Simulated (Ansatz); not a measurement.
Geometry optimisation, UKS BLYP-D4/STO-3G in Ansatz 0.2.0.

Input:

```yaml
crystal:
  periodic: [false, false, false]
  atoms:
    - { symbol: "N", position_ang: [1.0336, -1.8118, 0.9541] }
    - { symbol: C, position_ang: [0.4274, -0.8188, 0.3314] }
    - { symbol: "N", position_ang: [0.024, -0.4413, -0.9016] }
    - { symbol: Si, position_ang: [-0.2143, 0.7836, 0.2991] }
    - { symbol: O, position_ang: [-1.8575, 1.0731, -0.1024] }
    - { symbol: Cl, position_ang: [0.8395, 2.3764, -0.282] }
    - { symbol: H, position_ang: [1.1024, -1.5802, 1.9501] }
    - { symbol: H, position_ang: [0.8955, -0.1911, -1.4723] }
    - { symbol: H, position_ang: [-2.1622, 0.5638, -0.7935] }
magnetization:
  spin_polarized: true
basis:
  gaussian: { orbitals: STO-3G }
hamiltonian:
  xc: blyp
  dispersion: d4
relax:
  f_tol: 0.02
  max_steps: 40
```

Launched with:

```bash
$ ansatz run input.yaml --threads 1 --pin off --max-ram 2048MiB --backend cpu --events-out ev --progress --plain --runs-dir out
```

**Question.** Where does it end, and by what steps?

**Answer.** The run converged. Limits of this set-up: minimal basis. After 18 steps the energy has fallen by 2.537 eV; H8 moved furthest, 0.69 Å.

```json
{"step": "0", "energy less start (eV)": "0.0000", "largest force component (eV/Å)": "7.411", "accepted": "yes"}
{"step": "1", "energy less start (eV)": "-1.8729", "largest force component (eV/Å)": "2.514", "accepted": "yes"}
{"step": "2", "energy less start (eV)": "-2.2555", "largest force component (eV/Å)": "0.664", "accepted": "yes"}
{"step": "3", "energy less start (eV)": "-2.3143", "largest force component (eV/Å)": "0.440", "accepted": "yes"}
{"step": "4", "energy less start (eV)": "-2.3614", "largest force component (eV/Å)": "0.966", "accepted": "yes"}
{"step": "5", "energy less start (eV)": "-2.4241", "largest force component (eV/Å)": "0.531", "accepted": "yes"}
{"step": "6", "energy less start (eV)": "-2.4260", "largest force component (eV/Å)": "1.402", "accepted": "yes"}
{"step": "7", "energy less start (eV)": "-2.4069", "largest force component (eV/Å)": "1.257", "accepted": "no"}
{"step": "8", "energy less start (eV)": "-2.5048", "largest force component (eV/Å)": "0.307", "accepted": "yes"}
{"step": "9", "energy less start (eV)": "-2.5186", "largest force component (eV/Å)": "0.169", "accepted": "yes"}
{"step": "10", "energy less start (eV)": "-2.5156", "largest force component (eV/Å)": "0.799", "accepted": "no"}
{"step": "11", "energy less start (eV)": "-2.5280", "largest force component (eV/Å)": "0.174", "accepted": "yes"}
{"step": "12", "energy less start (eV)": "-2.5330", "largest force component (eV/Å)": "0.248", "accepted": "yes"}
{"step": "13", "energy less start (eV)": "-2.5351", "largest force component (eV/Å)": "0.198", "accepted": "yes"}
{"step": "14", "energy less start (eV)": "-2.5357", "largest force component (eV/Å)": "0.159", "accepted": "yes"}
{"step": "15", "energy less start (eV)": "-2.5358", "largest force component (eV/Å)": "0.100", "accepted": "yes"}
{"step": "16", "energy less start (eV)": "-2.5369", "largest force component (eV/Å)": "0.045", "accepted": "yes"}
{"step": "17", "energy less start (eV)": "-2.5369", "largest force component (eV/Å)": "0.047", "accepted": "yes"}
{"step": "18", "energy less start (eV)": "-2.5370", "largest force component (eV/Å)": "0.016", "accepted": "yes"}
```

```xyz
9
Properties=species:S:1:pos:R:3
N 1.131 -1.829 0.959
C 0.550 -0.786 0.396
N 0.388 -0.388 -0.975
Si -0.300 0.874 0.033
O -1.897 1.385 -0.354
Cl 0.743 2.731 0.099
H 1.012 -1.733 2.031
H 0.893 -0.791 -1.815
H -2.432 0.492 -0.390
```

Run time: 42 s on 1 thread of Intel(R) Xeon(R) 6975P-C (Granite Rapids), on a shared host, peak memory 0.21 GiB.
